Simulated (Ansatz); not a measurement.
`C[O][Mo]([F])([F])([F])=[S]` at its PBE0-D4/def2-TZVP geometry, where that method's forces vanish. The species carries charge 0 and has multiplicity 1. Mo: def2 effective core potential.

```
atom   x (Å)   y (Å)   z (Å)
  C1   0.748   1.176  -1.005
  O2   0.755   0.090  -0.120
 Mo3  -0.478  -0.930   0.758
  F4  -1.318   0.692   1.128
  F5  -2.199  -1.576   0.896
  F6  -0.232  -2.295  -0.464
  S7   0.476  -1.532   2.500
  H8   1.733   1.646  -0.985
  H9  -0.013   1.896  -0.686
 H10   0.529   0.833  -2.020
```

Task: For each bond, give half the difference of the two atoms' forces along it (eV/Å; positive pushes the atoms apart) under PBE-D4, r2SCAN-D4, B3LYP-D4, ωB97M-V in def2-TZVPP. (Estimate.)

Result: Computed: 
```csv
bond,length (Å),PBE-D4,r2SCAN-D4,B3LYP-D4,ωB97M-V
C1–O2,1.401,-0.07,0.08,0.17,0.47
C1–H8,1.091,0.09,-0.05,-0.11,-0.13
C1–H9,1.095,0.13,-0.04,-0.08,-0.14
C1–H10,1.094,0.10,-0.05,-0.09,-0.13
O2–Mo3,1.826,0.37,0.22,0.12,-0.18
Mo3–F4,1.863,0.27,0.05,0.19,0.05
Mo3–F5,1.844,0.18,-0.05,0.17,0.08
Mo3–F6,1.848,0.27,0.05,0.19,0.07
Mo3–S7,2.075,0.68,0.46,0.35,-0.38
```

B3LYP here is the variant with VWN-RPA as its local correlation; programs differ in this.
